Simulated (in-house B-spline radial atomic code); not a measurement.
## S III (S2+): [Ne] 3s2 3p2

Level of theory: non-relativistic B97-1, spin-polarised, spherical fractional occupations, point nucleus; calculated with an all-electron radial atomic-structure program (B-spline basis).

Effective charges: Z_r = [3n² - l(l+1)]/(2<r>) from the radius, Z_e = n√(-2ε) from the energy, and Slater's rules. Values are occupation-weighted means over spin.

```
shell  electrons   ε (eV)  <r> (bohr)    Z_r    Z_e  Slater
   1s          2  -2446.5     0.09726  15.42  13.41   15.70
   2s          2  -243.71      0.4791  12.52   8.46   11.85
   2p          6  -187.87      0.4417  11.32   7.43   11.85
   3s          2  -40.488       1.588   8.50   5.18    6.15
   3p          2  -29.378       1.756   7.12   4.41    6.15
```

The least bound orbital is 3p up at -29.38 eV, and it is also the most diffuse (<r> = 1.756 bohr).

Caution: exact exchange at fractional occupations of open shells leaves self-interaction of up to several eV.
